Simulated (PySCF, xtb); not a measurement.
C₆H₇F, SMILES C1(CCC(F)=C1)=C. One conformer was computed; it need not be the lowest.

Harmonic wavenumbers (cm⁻¹) from xtb with GFN2-xTB at its own minimum, in rising order: 83, 173, 295, 418, 427, 494, 554, 604, 688, 817, 854, 871, 889, 931, 955, 1001, 1062, 1116, 1145, 1185, 1208, 1259, 1291, 1314, 1411, 1451, 1473, 1681, 1707, 2955, 2982, 2984, 3001, 3113, 3140, 3155.

What does PySCF with PBE-D3(BJ)/def2-SVP give at its own minimum? (Estimate from the structure and the level; the computed values follow.)

32, 181, 303, 435, 448, 493, 564, 607, 677, 797, 825, 841, 860, 901, 930, 977, 989, 1110, 1159, 1185, 1193, 1224, 1289, 1346, 1383, 1386, 1412, 1659, 1669, 2968, 3002, 3006, 3050, 3080, 3166, 3178. Paired by order, the mean absolute difference is 25 cm⁻¹ and the zero-point energies are 69.6 and 69.1 kcal/mol.
